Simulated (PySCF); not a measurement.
C₆ coefficients of unlike pairs at PBE

Calculated with PySCF 2.14 from the dipole response of each species, C₆(A,B) = (3/π) ∫ α_A(iu) α_B(iu) du, in atomic units, from isotropic polarisabilities. For ions this is the dispersion term alone; charge-induced terms of lower order in 1/R come first.

| species | configuration | basis | relativity | α (bohr³) | C₆ (like pair) |
| --- | --- | --- | --- | --- | --- |
| O³⁺ | [He] 2s2 2p1 (2P) | dyall-acv3z (15s9p4d2f) | none | 1.350 | 1.258 |
| O⁺ | [He] 2s2 2p3 (4S) | aug-cc-pVQZ with one added diffuse shell each of s, p, d, f, g type (7s6p5d4f3g) | none | 2.691 | 5.308 |
| Si⁺ | [Ne] 3s2 3p1 (2P) | def2-TZVPPD (6s5p4d1f) | none | 19.23 | 101.8 |
| Se²⁺ | [Ar] 3d10 4s2 4p2 (3P) | aug-cc-pVQZ-PP with ECP10MDF (7s6p5d3f2g) | core potential | 9.353 | 43.22 |

Problem. Estimate C₆ for Se²⁺ with O³⁺.

Solution. The integral gives 7.224. The combination rule 2 C_A C_B / (C_A α_B/α_A + C_B α_A/α_B) gives 7.272 and the geometric mean 7.374.

No spin-orbit coupling is included.

The other pairs:

```csv
pair,C₆
"Si⁺, O⁺",20.65
"Se²⁺, Si⁺",63.70
"Si⁺, O³⁺",10.16
"Se²⁺, O⁺",14.79
"O⁺, O³⁺",2.582
```
